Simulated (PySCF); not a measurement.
**Polarisability and C₆ of Mn⁺ (manganese, charge +1)**

[Ar] 3d6, high-spin 5D determinant (an excited configuration). Calculation: PySCF 2.14, in x2c-QZVPPall with one added diffuse shell each of s, p, d, f, g type (12s8p6d5f3g, 128 functions); scalar relativity by spin-free X2C-1e. Coupled (time-dependent) response in atomic units; α is the mean over directions.

```
method  mean α (bohr³)         α xx, yy, zz  C₆ (like pair)  S(−4)
   UHF           9.510  10.66, 10.66, 7.214           32.51  143.6
   PBE           14.48  15.93, 15.93, 11.58           53.10  345.2
```

S(−4) is the Cauchy moment in α(ω) = α(0) + S(−4) ω² + …

α(iu) at UHF:

```csv
u (hartree),α(iu) (bohr³)
0,9.510
0.0500,9.183
0.100,8.461
0.200,6.969
0.300,5.814
0.500,4.307
0.750,3.218
1.00,2.541
1.50,1.734
2.00,1.267
3.00,0.7619
5.00,0.3626
```

A single London oscillator, α(iu) = α/(1 + u²/ω²), gives C₆ = (3/4) ω α². Matching the computed C₆ needs ω = 4 × 32.51 / (3 × 9.510²) = 0.479 hartree.

For an ion, C₆ is the dispersion term alone; charge-induced terms of lower order in 1/R come first.

The components differ because the open shell of this determinant is not spherical; for a pure term their mean is the scalar polarisability.
